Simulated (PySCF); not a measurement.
This PySCF input asks for the NMR shieldings of SMILES CCCC[C@@H](C)B(C)C, C8H19B; the geometry comes from GFN2-xTB.

```python
import basis_set_exchange as bse
import numpy as np
from pyscf import gto, dft
from pyscf.prop import nmr

atoms = """
C     3.514303    1.139782    0.822062
C     2.546140   -0.024625    0.991733
C     1.349507    0.088005    0.050722
C     0.374852   -1.075850    0.210289
C    -0.831893   -0.940375   -0.733755
C    -1.744319   -2.165733   -0.567726
B    -1.636070    0.418112   -0.479344
C    -2.302351    0.696883    0.923366
C    -1.815776    1.473819   -1.635766
H     3.010647    2.084623    1.015920
H     3.905744    1.164451   -0.192634
H     4.351002    1.048333    1.511203
H     3.069906   -0.963885    0.798447
H     2.190890   -0.051587    2.024547
H     0.821245    1.024849    0.244544
H     1.705145    0.121145   -0.981843
H     0.023317   -1.115948    1.243451
H     0.897208   -2.014893    0.005928
H    -0.439736   -0.971386   -1.757401
H    -2.602033   -2.096729   -1.233500
H    -2.107901   -2.238226    0.454496
H    -1.202289   -3.080762   -0.802010
H    -1.600097    0.566621    1.744862
H    -2.732222    1.691980    1.012619
H    -3.104921   -0.017834    1.105014
H    -2.868557    1.541190   -1.911244
H    -1.256667    1.250923   -2.541099
H    -1.535975    2.474474   -1.308668
"""
names = dict.fromkeys(["C", "B", "H"], "pcSseg-1")
basis = {el: gto.basis.parse(bse.get_basis(n, elements=[el], fmt="nwchem")) for el, n in names.items()}
mol = gto.M(atom=atoms, basis=basis, charge=0, verbose=0)
mf = dft.RKS(mol, xc="PBE0")
mf.grids.level = 2
mf.grids.alignment = dft.numint.BLKSIZE   # the property module wants whole blocks of grid points
mf.conv_tol = 1e-9
mf.kernel()

calc = nmr.RKS(mf)   # GIAO
C = mf.mo_coeff
Co = C[:, mf.mo_occ > 0]
resp = mf.gen_response(singlet=True, hermi=2)
def vind(x):   # induced exchange potential for any number of trial vectors
    d = np.einsum("pi,xij,qj->xpq", C, 2 * x.reshape(-1, C.shape[1], Co.shape[1]), Co, optimize=True)
    return np.einsum("xpq,pi,qj->xij", resp(d - d.transpose(0, 2, 1)), C, Co, optimize=True).ravel()
mo1, _ = nmr.rhf.solve_mo1(calc, with_cphf=vind)
sigma = calc.kernel(mo1)
for i, s in enumerate(sigma):   # ppm
    w = np.linalg.eigvalsh((s + s.T) / 2)
    print("%2d %-2s iso %8.1f  s11 %8.1f  s22 %8.1f  s33 %8.1f" % (i, mol.atom_pure_symbol(i), w.mean(), *w))
```

Question: Give the expected output.

Answer: 
```
 0 C  iso    169.6  s11    157.9  s22    163.2  s33    187.8
 1 C  iso    157.5  s11    144.6  s22    154.8  s33    173.1
 2 C  iso    147.6  s11    127.6  s22    141.5  s33    173.6
 3 C  iso    143.5  s11    126.1  s22    133.8  s33    170.6
 4 C  iso    147.0  s11    137.3  s22    147.7  s33    155.9
 5 C  iso    167.7  s11    153.6  s22    163.6  s33    185.9
 6 B  iso      6.9  s11    -55.6  s22    -43.7  s33    119.9
 7 C  iso    179.0  s11    161.2  s22    186.3  s33    189.5
 8 C  iso    167.7  s11    150.0  s22    166.1  s33    187.0
 9 H  iso     30.9  s11     26.5  s22     29.8  s33     36.4
10 H  iso     30.8  s11     26.7  s22     29.1  s33     36.7
11 H  iso     30.5  s11     25.8  s22     27.6  s33     38.2
12 H  iso     30.4  s11     25.5  s22     30.6  s33     35.3
13 H  iso     30.5  s11     25.6  s22     31.0  s33     34.9
14 H  iso     31.3  s11     26.1  s22     32.6  s33     35.1
15 H  iso     30.5  s11     26.1  s22     32.0  s33     33.3
16 H  iso     30.3  s11     27.4  s22     31.1  s33     32.4
17 H  iso     30.2  s11     25.9  s22     30.8  s33     34.0
18 H  iso     29.9  s11     26.9  s22     29.6  s33     33.4
19 H  iso     30.8  s11     26.2  s22     28.5  s33     37.9
20 H  iso     30.9  s11     26.9  s22     30.1  s33     35.8
21 H  iso     30.6  s11     26.3  s22     28.2  s33     37.2
22 H  iso     30.8  s11     26.1  s22     31.0  s33     35.2
23 H  iso     30.9  s11     27.3  s22     29.4  s33     36.0
24 H  iso     31.1  s11     26.0  s22     30.6  s33     36.8
25 H  iso     30.8  s11     27.2  s22     28.8  s33     36.3
26 H  iso     30.6  s11     27.0  s22     30.2  s33     34.6
27 H  iso     30.7  s11     27.9  s22     29.1  s33     35.2
```

These numbers come from an equivalent density-fitted implementation of the same equations, which agrees with the script to about 0.01 ppm for H and up to a few tenths of a ppm for heavy atoms, so last digits may differ.

Size and cost of the density-fitted run: 248 basis functions, 110 s wall time on 1 thread of an Arm Neoverse N1, shared host; peak memory 1.2 GiB.
